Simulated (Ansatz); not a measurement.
Ansatz (a quantum-chemistry and plane-wave program) input (PBE/def2-TZVPD):

Ansatz 0.2 input:
```yaml
crystal:
  periodic: [false, false, false]
  atoms:
    - {symbol: Ba, position_ang: [0.00000000, 0.00000000, 0.00000000]}
    - {symbol: F, position_ang: [-0.00000000, -0.00000000, -2.23093736]}
    - {symbol: F, position_ang: [0.00000000, 0.00000000, 2.23093736]}
basis:
  gaussian:
    orbitals: def2-TZVPD
hamiltonian:
  xc: {name: PBE}
total_charge: 1
magnetization: {spin_polarized: true, initial_magnetization: 1}
output: {forces: true}
```

Output:

```
Functional definition: PBE
integrals: 0.03 GiB planned
681 factors; their error is unknown
mean field: 0.36 GiB planned
mean field evaluation 1: about -6098.1818 eV, gradient 8.6e1 eV
mean field evaluation 2: about -5631.7086 eV, gradient 2.4e2 eV
mean field evaluation 4: about -6119.7269 eV, gradient 7.3e0 eV
mean field evaluation 8: about -6119.9115 eV, gradient 1.8e-1 eV
mean field evaluation 16: about -6119.9096 eV, gradient 2.7e-5 eV
mean field evaluation 32: about -6119.7687 eV, gradient 6.5e0 eV
mean field -6119.90959306 eV, -224.9025293214 hartree, gradient 1.4e-5 eV, S^2 0.752856; 4 other end points of the search recorded, 0 dependent functions left out
the calculation of the forces begins
reference -6119.90965040 eV, -224.9025314283 hartree; 14, 13 occupied and 106, 107 virtual orbitals, 681 factors
Total energy: -6119.90965040 eV, -224.9025314283 hartree
Atom 0 at     0.000000     0.000000     0.000000 Å, force    -0.000000    -0.000000     0.000000 eV/Å
Atom 1 at    -0.000000    -0.000000    -2.230937 Å, force    -0.000000     0.000000     0.019434 eV/Å
Atom 2 at     0.000000     0.000000     2.230937 Å, force     0.000000     0.000000    -0.019434 eV/Å
Dipole moment:    -0.000000    -0.000000    -0.000000 e Å
```
